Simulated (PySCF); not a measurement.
silyl(silyloxy)silane (H8OSi3), SMILES [SiH3][SiH2]O[SiH3]. Coordinates come from a PBE-D3(BJ)/def2-SVP optimisation. The values are those of a single conformer.

Computed equilibrium geometry at PBE-D3(BJ)/def2-SVP (PySCF confirms it by a frequency run) as bond lengths and angles (one conformer of several):
Atoms: Si1 O2 Si3 Si4 H5 H6 H7 H8 H9 H10 H11 H12. Bond lengths (Å): Si1–O2 1.675, Si1–H5 1.504, Si1–H6 1.500, Si1–H7 1.508, O2–Si3 1.681, Si3–Si4 2.361, Si3–H8 1.508, Si3–H9 1.504, Si4–H10 1.506, Si4–H11 1.507, Si4–H12 1.506. Bond angles (°): O2–Si1–H5 110.5, O2–Si1–H6 108.3, O2–Si1–H7 110.0, H5–Si1–H6 109.5, H5–Si1–H7 108.8, H6–Si1–H7 109.7, Si1–O2–Si3 140.1, O2–Si3–Si4 111.2, O2–Si3–H8 109.9, O2–Si3–H9 107.8, Si4–Si3–H8 109.5, Si4–Si3–H9 110.2, H8–Si3–H9 108.2, Si3–Si4–H10 110.9, Si3–Si4–H11 109.1, Si3–Si4–H12 110.9, H10–Si4–H11 108.5, H10–Si4–H12 108.6, H11–Si4–H12 108.8.
Charge 0, spin multiplicity 1.
